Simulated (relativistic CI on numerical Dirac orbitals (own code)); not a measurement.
## Slater and spin-orbit integrals, Ta56+

Method of calculation: Dirac-Coulomb-Breit CI, KLI orbitals optimised for each configuration, model QED (radiative potential, 1s self-energy scaled to tabulated hydrogen-like ionisation energies), unscaled Slater integrals (own radial code, finite nucleus).

Slater integrals F^k, G^k are unscaled and averaged over j, outside the closed core [Ne]; ζ comes from projecting the Hamiltonian with its Breit term on Σ l·s of the shell.

- 3s2 3p5: ζ(3p) = 1.7582e+06 cm⁻¹; <r>(3p) = 0.1864, <r^2>(3p) = 0.04026 (bohr units).
- 3s2 3p4 3d: F^2(3p,3p) = 523780, ζ(3p) = 1.7569e+06, F^2(3p,3d) = 529010, G^1(3p,3d) = 549870, G^3(3p,3d) = 371190, ζ(3d) = 238770 cm⁻¹; <r>(3p) = 0.1865, <r^2>(3p) = 0.04031, <r>(3d) = 0.1655, <r^2>(3d) = 0.03161 (bohr units).
- 3s 3p5 3d: G^1(3s,3p) = 666470, ζ(3p) = 1.7567e+06, G^2(3s,3d) = 421640, F^2(3p,3d) = 528790, G^1(3p,3d) = 549760, G^3(3p,3d) = 371080, ζ(3d) = 239720 cm⁻¹; <r>(3s) = 0.1901, <r^2>(3s) = 0.04132, <r>(3p) = 0.1866, <r^2>(3p) = 0.04035, <r>(3d) = 0.1656, <r^2>(3d) = 0.03164 (bohr units).

Averages of the first 10 configurations, taken without configuration mixing, which lowers the lowest level and can move excited configurations by several eV; other configurations of the list can lie among them:

```json
{"Configuration": "3s2 3p5", "Parity": "odd", "States": "6", "Average energy above the lowest level (eV)": "118.0"}
{"Configuration": "3s 3p6", "Parity": "even", "States": "2", "Average energy above the lowest level (eV)": "547.0"}
{"Configuration": "3s2 3p4 3d", "Parity": "even", "States": "150", "Average energy above the lowest level (eV)": "516.5"}
{"Configuration": "3s 3p5 3d", "Parity": "odd", "States": "120", "Average energy above the lowest level (eV)": "935.6"}
{"Configuration": "3p6 3d", "Parity": "even", "States": "10", "Average energy above the lowest level (eV)": "1377.6"}
{"Configuration": "3s 3p4 3d2", "Parity": "even", "States": "1350", "Average energy above the lowest level (eV)": "1333.0"}
{"Configuration": "3s2 3p3 3d 4p", "Parity": "even", "States": "1200", "Average energy above the lowest level (eV)": "3190.7"}
{"Configuration": "3p6 4s", "Parity": "even", "States": "2", "Average energy above the lowest level (eV)": "3495.3"}
{"Configuration": "3s 3p4 3d 4s", "Parity": "even", "States": "600", "Average energy above the lowest level (eV)": "3437.2"}
{"Configuration": "3s2 3p4 4s", "Parity": "even", "States": "30", "Average energy above the lowest level (eV)": "2629.7"}
```
